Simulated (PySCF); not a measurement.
Compound: benzoxazole, C7H5NO.
Atom-mapped SMILES: `[cH:1]1[cH:2][cH:3][c:4]2[o:5][cH:6][n:7][c:8]2[cH:9]1` (hydrogens: H10 on C1; H11 on C2; H12 on C3; H13 on C6; H14 on C9)

Method: TDDFT CAM-B3LYP/def2-SVPD, vertical, gas phase, core orbitals frozen in the response (PySCF). Geometry: PBE0-D3(BJ)/def2-SVP; no solvent, vibrations or thermal averaging.

Computed singlets with f of 0.002 or more:

| state | E (eV) | f |
| --- | --- | --- |
| S1 | 5.22 | 0.056 |
| S2 | 5.66 | 0.134 |
| S4 | 6.59 | 0.346 |
| S5 | 6.88 | 0.449 |
| S6 | 7.05 | 0.0076 |
| S8 | 7.33 | 0.159 |
| S9 | 7.40 | 0.0055 |
| S10 | 7.54 | 0.183 |

Turn these into Einstein A coefficients, radiative lifetimes, transition dipoles and integrated cross-sections.

For one non-degenerate pair of states in vacuum, A = 0.6670 f ν̃² s⁻¹ with ν̃ in cm⁻¹, τ = 1/A, |μ|² = 3f / (2ΔE) in atomic units, and the integrated cross-section is ∫σ dE = 109.76 f Mb·eV.

```tsv
state	A (s⁻¹)	τ	|μ| (D)	∫σ dE (Mb·eV)
S1	6.7×10⁷	15 ns	1.69	6.2
S2	1.9×10⁸	5.4 ns	2.50	15
S4	6.5×10⁸	1.5 ns	3.72	38
S5	9.2×10⁸	1.1 ns	4.15	49
S6	1.6×10⁷	61 ns	0.53	0.84
S8	3.7×10⁸	2.7 ns	2.39	17
S9	1.3×10⁷	76 ns	0.44	0.61
S10	4.5×10⁸	2.2 ns	2.53	20
```

Leading configurations: S1 H-1→L (43%); S2 H→L (56%); S4 H→L+1 (55%); S5 H-1→L+1 (77%); S6 H→L+2 (90%); S8 H→L+4 (72%); S9 H→L+3 (79%); S10 H-1→L+4 (80%) (H = HOMO, L = LUMO).

The rates are for emission to S0 at the absorption energy, with no other channel.

What is the integrated cross-section of all computed states together?

Σf = 1.342 over S1 to S10, so 109.76 × Σf ≈ 147 Mb·eV.

Suppose S1 emitted 0.3 eV lower with the same transition dipole. How would A change?

At fixed |μ|, A goes as the cube of the energy: (4.92/5.22)³ = 0.84, which makes τ about 18 ns.

How much energy does a mole of photons resonant with S5 carry?

6.884 eV × 96.485 = 664 kJ/mol (159 kcal/mol).

The vertical ionisation energy (ΔSCF) is 9.02 eV, 1.48 eV above S10.

Time: 3.4 min. Hardware: an Arm Neoverse V1 with one thread, on a shared host.
